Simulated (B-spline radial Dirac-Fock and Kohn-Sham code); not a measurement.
Subshell cross sections of P³⁺, photon energy 1070 eV

System: P³⁺, configuration 1s2 2s2 2p6 3s2.

Level of theory: Dirac-Hartree-Slater photoionisation with all multipoles and Dirac-Fock thresholds; a radial atomic solver. The asymmetry parameter β is from the dipole term alone. Kinetic energies are from the vacuum level.

The last column is dσ/dΩ = σ/(4π) · [1 − (β/2) P₂(cos θ)] at θ = 90° from the beam of unpolarised light.

```
subshell  electrons  binding (eV)  kinetic (eV)  σ (kb)     β  dσ/dΩ (kb/sr)
      2s          2         240.3         829.7    33.9  2.00           4.05
   2p1/2          2         181.4         888.6    15.5  1.24           1.62
   2p3/2          4         180.5         889.5    30.5  1.25           3.19
      3s          2         49.80        1020.2    3.91  2.00          0.466
```

Branching ratios of the spin-orbit partners (statistical value in brackets): 2p 1.96 (2.00).

Run: 2.7 s of CPU time on 1 thread of Neoverse-N1 (shared host), peak memory 0.30 GiB.

Values without a named source are computed, but for edge energies of neutral atoms, which are taken from tables.
